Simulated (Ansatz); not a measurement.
Start from `FC(F)(F)[SiH2]Cl` and change one atom or group to get `C[Te]C(F)(F)F`.

Ansatz, PBE0-D4/def2-TZVP geometries, multiplicity 1. 

Elements past krypton have def2 core potentials.  Spin–orbit coupling is left out; it splits and shifts lone-pair levels of the heavy atoms by tenths of an eV.

| property | `FC(F)(F)[SiH2]Cl` |
| --- | --- |
| ideal-gas entropy at 298 K and 1 bar (rigid rotor, harmonic PBE0-D4/def2-TZVP) / J/(mol·K) | 355 |
| size of the dipole moment (PBE/def2-TZVPP) / D | 1.65 |
| LUMO energy (PBE0/def2-TZVPP) / eV | -0.40 |
| HOMO–LUMO gap (ωB97M-V/def2-TZVPP) / eV | 13.07 |
| size of the dipole moment (ωB97M-V/def2-TZVPP) / D | 1.91 |
| HOMO–LUMO gap (PBE/def2-TZVPP) / eV | 6.57 |

Question: Give the same properties after the change, and the shifts. (Best estimate.)

Answer: Ansatz gave: 
| property | `C[Te]C(F)(F)F` | shift |
| --- | --- | --- |
| ideal-gas entropy at 298 K and 1 bar (rigid rotor, harmonic PBE0-D4/def2-TZVP) / J/(mol·K) | 374 | 19 |
| size of the dipole moment (PBE/def2-TZVPP) / D | 2.06 | 0.41 |
| LUMO energy (PBE0/def2-TZVPP) / eV | -1.27 | -0.87 |
| HOMO–LUMO gap (ωB97M-V/def2-TZVPP) / eV | 9.24 | -3.83 |
| size of the dipole moment (ωB97M-V/def2-TZVPP) / D | 2.34 | 0.43 |
| HOMO–LUMO gap (PBE/def2-TZVPP) / eV | 3.34 | -3.23 |

With PBE0 the HOMO rises by 2.85 eV and the LUMO falls by 0.87 eV, so the gap narrows by about 3.72 eV. PBE moves the HOMO by 2.47 eV and ωB97M-V by 2.94 eV. The zero-point energy changes by 46.1 kJ/mol with +3 modes. Dipoles are sizes alone; their direction can turn. Modes under 60 cm⁻¹, often nearly free rotors, make the harmonic entropy too high.
